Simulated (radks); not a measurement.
Results of a calculation; reference values are marked as such.
Task: Species: Tb19+. Configuration: [Kr] 4d10. Code: a radial shooting solver on a logarithmic mesh with Libxc functionals. Model: Dirac Kohn-Sham, BLYP, spin-unpolarised, spherical densities, finite nucleus; Fermi nuclear charge, rms radius 5.06 fm. Some entries of the table are withheld. Estimate them.

orbital  occ.  eigenvalue (eV)  r(max) (bohr)
1s1/2       2        -52287.45        0.01364
2s1/2       2        -9071.259            (1)
2p1/2       2        -8644.903        0.05859
2p3/2       4        -7898.449        0.06452
3s1/2       2        -2396.798            (2)
3p1/2       2        -2211.593         0.2073
3p3/2       4        -2057.079         0.2197
3d3/2       4        -1737.674         0.1744
3d5/2       6        -1704.034         0.1779
4s1/2       2        -838.5578         0.4962
4p1/2       2        -764.3731         0.4978
4p3/2       4        -725.6828         0.5216
4d3/2       4        -602.2366         0.5192
4d5/2       6        -594.6027         0.5263

Result: 
(1) 2s1/2 r(max) (bohr): 0.07768
(2) 3s1/2 r(max) (bohr): 0.2200
